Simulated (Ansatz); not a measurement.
Total energies of the cluster Sn3Bi2 from Ansatz at r2SCAN-D4/def2-TZVP, gas phase (1 Eh = 27.2114 eV = 2625.5 kJ/mol). The reference geometry is relaxed at PBE-D4/def2-SVP.

Cartesian coordinates in Å:
```
Bi 0.469 1.750 -0.239
Bi 0.108 -1.032 -1.505
Sn 2.238 -0.570 0.614
Sn -0.522 -0.649 1.575
Sn -2.294 0.501 -0.446
```

```csv
state,geometry,energy (Eh)
charge 0 singlet,reference,-1072.86452
charge 1 doublet,reference,-1072.60458
charge 0 triplet,relaxed at PBE-D4/def2-SVP,-1072.82682
charge 0 quintet,relaxed at PBE-D4/def2-SVP,-1072.73434
free Bi atom (quartet),–,-214.71773
free Sn atom (triplet),–,-214.33064
```

In the def2 sets Bi, Sn take a core potential; there is no spin–orbit coupling.

Q: Work out the vertical ionisation energy to the doublet.

A: E(charge 1 doublet) − E(charge 0 singlet) = -1072.60458 − (-1072.86452) = 0.25994 Eh = 7.07 eV. For comparison, −ε of the highest occupied level is 5.14 eV at this level, 1.93 eV less.

Q: Which of the charge 0 states is lowest, and how far above it are the others?

A: The singlet. triplet: -1072.82682 − (-1072.86452) = 0.03770 Eh = 99.0 kJ/mol; quintet: -1072.73434 − (-1072.86452) = 0.13018 Eh = 341.8 kJ/mol. The triplet differs in its bonds from the reference.

Q: What is the binding energy per atom against free atoms?

A: Atoms: 2 × (-214.71773) + 3 × (-214.33064) = -1072.42738 Eh. Binding: -1072.42738 − (-1072.86452) = 0.43714 Eh = 11.90 eV, or 2.38 eV for each of 5 atoms (no zero-point energy, no counterpoise term).

The structure comes from a short search, and lower isomers may exist.
